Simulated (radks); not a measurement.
Values are calculated unless marked as measured or tabulated.
The mean radii <r> (bohr) of the occupied orbitals of an atom or ion are listed with their occupations. Code: a radial shooting solver on a logarithmic mesh with Libxc functionals. Model: Dirac Kohn-Sham, LDA (Slater exchange, VWN5 correlation), spin-unpolarised, spherical densities, finite nucleus; Fermi nuclear charge, rms radius of each element as measured or else 0.836 A^(1/3) + 0.57 fm.

orbital  occ.      <r>
1s1/2       2  0.01968
2s1/2       2  0.08283
2p1/2       2  0.06876
2p3/2       4  0.07627
3s1/2       2   0.2158
3p1/2       2   0.2055
3p3/2       4   0.2192
3d3/2       4   0.1927
3d5/2       6   0.1969
4s1/2       1   0.4588
4p1/2       2   0.4597
4p3/2       4   0.4835
4d3/2     3.6   0.4820
4d5/2     5.4   0.4889
5d3/2     0.4   0.9265
5d5/2     0.6   0.9355

Name the element and its charge. Open shells, if any, are shared by 2j + 1.

Answer. Z = 70, ytterbium, charge +25: Yb25+ in [Ar] 3d10 4s1 4p6 4d9 5d1. The 1s radius gives Z: for a bare nucleus <r> = (2 gamma + 1)/(2Z) with gamma = sqrt(1 - (Z/c)^2), 0.01942 bohr for Z = 70, and screening makes it slightly larger (0.01968 here). The occupations add up to 45, and the charge is Z minus that.
